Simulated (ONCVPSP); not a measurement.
# Reading a pseudo-wave (boron)

Columns: radius, all-electron u(r) and pseudo u(r) of the 2s shell (level -25.23 eV) of boron in the configuration [He] 2s1.5; PBEsol, scalar-relativistic, ONCV scheme, ONCVPSP 4.0.1.

```tsv
r (bohr)	all-electron	pseudo
0.080	-0.2747	0.0357
0.160	-0.3508	0.0735
0.240	-0.3154	0.1149
0.320	-0.2199	0.1609
0.400	-0.0961	0.2118
0.480	0.0372	0.2677
0.560	0.1682	0.3284
0.640	0.2904	0.3927
0.720	0.4002	0.4585
0.800	0.4959	0.5232
0.880	0.5777	0.5847
0.960	0.6455	0.6413
1.040	0.6998	0.6914
1.120	0.7412	0.7336
1.200	0.7709	0.7663
1.280	0.7901	0.7882
1.360	0.7998	0.7994
1.440	0.8013	0.8013
1.520	0.7957	0.7957
1.600	0.7841	0.7841
1.680	0.7675	0.7675
1.760	0.7467	0.7467
1.840	0.7228	0.7228
1.920	0.6963	0.6963
2.000	0.6679	0.6679
2.080	0.6383	0.6383
```

Question: How many radial nodes do the two functions have?

Answer: The all-electron 2s function has n − l − 1 = 1; the pseudo-wave has 0, since the states of the same l below it are removed with the core.

Question: At about which radius was the pseudo-wave matched?

Answer: 1.50 bohr. The columns agree to 0.0005 from 1.36 bohr on; several derivatives are matched, so the curves merge somewhat inside the radius.

Question: Where does each function peak?

Answer: Outermost all-electron maximum near 1.44 bohr, pseudo maximum near 1.44 bohr (to the table’s step).

Question: Is the pseudo-wave norm-conserving?

Answer: Yes: the ONCV scheme keeps the norm inside the radius equal to the all-electron one, which fixes the energy derivative of the logarithmic derivative at the level.
